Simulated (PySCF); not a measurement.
Species: C₈H₁₀O.
Atom-mapped SMILES: `[CH3:1][C:2](=[O:3])[C@@H:4]1[CH:5]=[CH:6][CH:7]=[C:8]1[CH3:9]` (hydrogens: H10, H11, H12 on C1; H13 on C4; H14 on C5; H15 on C6; H16 on C7; H17, H18, H19 on C9)

Geometry (PBE0-D3(BJ)/def2-SVP, Å), atoms numbered from 1 in this order:
```xyz
19
C8H10O angstrom
C      2.1686    0.2159    0.4938
C      1.3435   -0.2209   -0.6857
O      1.7317   -1.0359   -1.4854
C     -0.0654    0.3769   -0.8079
C     -0.2106    1.7807   -0.3113
C     -1.0574    1.7898    0.7409
C     -1.5304    0.4316    0.9935
C     -0.9840   -0.4209    0.0933
C     -1.1972   -1.8851   -0.0571
H      2.6323    1.1894    0.2686
H      2.9623   -0.5190    0.6791
H      1.5403    0.3568    1.3851
H     -0.3518    0.2621   -1.8670
H      0.3075    2.6378   -0.7428
H     -1.3559    2.6675    1.3172
H     -2.2354    0.1520    1.7789
H     -0.2444   -2.4391   -0.0498
H     -1.6795   -2.1193   -1.0208
H     -1.8347   -2.2777    0.7473
```

The closed-shell ground state was solved at several levels (PySCF, density fitting, gas phase, non-relativistic).

```tsv
level	basis functions	total energy (Eh)	HOMO (eV)	LUMO (eV)	gap (eV)	dipole (D)
HF/pcSseg-1	203	-383.5304	-8.53	2.72	11.25	2.91
PBE0/pcSseg-1	203	-385.5629	-6.47	-0.99	5.48	2.36
```

Estimate the row for CAM-B3LYP/def2-SVPD, a basis of 263 functions; the other rows only guide the guess.

Total energy -385.5941 Eh, HOMO -7.74 eV, LUMO 0.07 eV, gap 7.81 eV, dipole 2.63 D.

Over all these levels, which gives the widest orbital gap and which the narrowest?

HF/pcSseg-1 (Hartree–Fock, all exact exchange) has the widest, 11.25 eV, and PBE0/pcSseg-1 (global hybrid, 25 % exact exchange) the narrowest, 5.48 eV. The two share the basis. From the narrowest to the widest the HOMO moves by -2.06 eV and the LUMO by +3.71 eV. The HOMO need not be the same orbital at Hartree–Fock and at DFT levels.

How far do the dipole and the HOMO energy spread over the levels?

The dipole runs from 2.36 to 2.91 D (mean 2.63 D) and the HOMO from -8.53 to -6.47 eV.

One conformer stands for the species.
